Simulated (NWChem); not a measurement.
Species: GeH3SeI; SMILES [Se](I)[GeH3]

```xyz
6

Se     1.1419    -0.4557     0.0000
I     -0.2880     1.6392     0.0000
Ge    -0.6448    -2.0113     0.0000
H      0.0602    -3.3793     0.0000
H     -1.4927    -1.8210     1.2660
H     -1.4927    -1.8210    -1.2660
```
Atoms are numbered in this order, from 1.

The geometry was optimised at PBE0/def2-SVP. Not confirmed as a minimum by frequencies. def2 effective core potentials on I; no spin-orbit coupling.

Symmetry labels are those of Cs in the frame above (b1 and b2, or b-type labels, depend on it).

Task: List the 4 lowest vertical singlet excitations from PBE/def2-SVPD with def2 effective core potentials on I, TDA (NWChem).

Result: 
```
state  energy (eV)  oscillator strength  symmetry  leading excitation (squared amplitude)
-----  -----------  -------------------  --------  --------------------------------------
S1            2.20                0.001        a"                      HOMO → LUMO (1.00)
S2            3.14                0.004        a'                    HOMO−1 → LUMO (0.99)
S3            3.85                0.000        a"                    HOMO−2 → LUMO (0.99)
S4            4.12                0.002        a"                    HOMO → LUMO+1 (0.98)
```
